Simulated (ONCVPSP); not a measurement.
Pseudopotential generation for fluorine (F): ONCV, LDA (Perdew-Wang 92), scalar-relativistic.

fluorine (F), optimised norm-conserving Vanderbilt (ONCV), made with ONCVPSP 4.0.1 (LDA (Perdew-Wang 92), scalar-relativistic). Core [He], reference 2s2 2p3 (charge +2). Waves: 2s: rc 0.55 bohr, ncon 5, nbas 9, qcut 14.4 1/bohr, 2 projectors, debl 1.8 Ha; 2p: rc 1.50 bohr, ncon 4, nbas 7, qcut 11.6 1/bohr, 3 projectors, debl 3.1 Ha. Local part: polynomial inside 0.50 bohr (lpopt 5, dvloc0 3 Ha). Core correction: Teter function, fcfact 5.75, rcfact 1.6.

In the s channel the program set the typed energies aside and used -2.485, 0.250 Ha.

All-electron outer shells of the reference configuration (LDA (PZ), scalar-relativistic, ld1.x):

```json
{"shell": "1s", "level (eV)": "-705.77", "outermost node (bohr)": "–", "outermost maximum (bohr)": "0.12"}
{"shell": "2s", "level (eV)": "-67.61", "outermost node (bohr)": "0.24", "outermost maximum (bohr)": "0.73"}
{"shell": "2p", "level (eV)": "-49.11", "outermost node (bohr)": "–", "outermost maximum (bohr)": "0.65"}
```

Calculated quality:

```json
{
 "Cutoffs needed": "593 Ha and 746 Ha (the cutoffs (Ha) at which the residual kinetic energy of the hardest occupied pseudo-wave falls to 1 and 0.1 mHa per electron)",
 "Ghost test": "ghosts flagged at negative energy: s at -577.4 eV; no localised positive-energy state flagged; a true bound ghost makes a file unfit for plane-wave use",
 "Largest excitation error": "+1108 meV (all-electron minus pseudo) for 2s2 2p1, out of 4 test configurations",
 "rms error of d²Exc/dni dnj": "4.64 mHa without and 1.93 mHa with the model core"
}
```

Generation and tests took about 3 s on one core of a shared server CPU.
